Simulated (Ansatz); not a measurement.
Other settings, tried on Ti2S.

```yaml
crystal:
  periodic: [false, false, false]
  atoms:
    - {symbol: Ti, position_ang: [-0.647639, -0.893638, -0.577011]}
    - {symbol: Ti, position_ang: [0.677069, 0.722533, -0.755186]}
    - {symbol: S, position_ang: [-0.029430, 0.171094, 1.332187]}
basis:
  gaussian: {orbitals: STO-3G}
hamiltonian: {xc: {name: r2SCAN50}, dispersion: d3bjatm}
scf: {omitted_lower_state_checks: [starts]}
```

```sh
$ ansatz run in.yaml --threads 4 --pin off --events-out ev --progress --plain --max-ram 3916MiB
```

Shortened log:

```
Functional definition: r2SCAN50
581 factors; integrals over basis functions are off by at most 1.2e-4 eV
mean field evaluation 1: about -56458.2356 eV, gradient 2.5e1 eV
mean field evaluation 2: about -56453.2543 eV, gradient 4.7e1 eV
mean field evaluation 4: about -56460.9090 eV, gradient 8.2e-1 eV
mean field evaluation 8: about -56460.9110 eV, gradient 1.2e-2 eV
mean field evaluation 16: about -56460.9110 eV, gradient 7.0e-4 eV
mean field -56460.94116859 eV, -2074.9013173453 hartree, gradient 2.7e-5 eV, S^2 0.000000; 0 other end points of the search recorded, 0 dependent functions left out
reference -56460.94117209 eV, -2074.9013174738 hartree; 30, 30 occupied and 15, 15 virtual orbitals, 581 factors
Total energy: -56460.98080972 eV, -2074.9027741297 hartree
Checks for a lower state left out: starts
```

It took 2 s on 4 threads of Arm Neoverse V2 on a shared host.

The restricted singlet is unstable towards broken spin symmetry at other levels; at RKS r2SCAN50-D3(BJ)-ATM/STO-3G this wasn't settled.
